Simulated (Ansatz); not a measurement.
Two isomers of CH5AlN2O: A = `[OH][Al]1[NH]C[NH]1`, B = `N=C(O)[NH][AlH2]`.

Gas-phase electronic energies from Ansatz, PBE0-D4/def2-TZVP geometries. CCSD(T)/CBS is the MP2 limit (def2-TZVPP, def2-QZVPP) plus CCSD(T) − MP2 in def2-TZVPP, frozen cores. Functionals use def2-TZVPP. B3LYP here is the variant with VWN-RPA as its local correlation; programs differ in this. One conformer a species, not always the lowest.

Task: Which isomer does CCSD(T)/CBS put lower? Give the gap. (Best estimate.)

Result: Computed: A, by 41.8 kcal/mol.

Task: Give E(B) − E(A) in kcal/mol with PBE-D4, B3LYP, CCSD(T)/def2-TZVPP, ωB97M-V, CCSD/def2-TZVPP, r2SCAN-D4, B3LYP-D4. (An estimate is asked.)

Result: Ansatz gave: PBE-D4 35.2, B3LYP 36.0, CCSD(T)/def2-TZVPP 39.5, ωB97M-V 38.5, CCSD/def2-TZVPP 40.1, r2SCAN-D4 37.9, B3LYP-D4 35.8. None reverses the order clearly.

Largest T1 diagnostic: 0.014.

In def2-TZVPP, CCSD(T) changes the Hartree–Fock value by +6.7 kcal/mol (the triples alone add −0.5 kcal/mol) and MP2 by +10.8 kcal/mol. From PBE to PBE0 (25 % exact exchange), in def2-TZVPP and without D4, E(B) − E(A) moves by +2.6 kcal/mol.
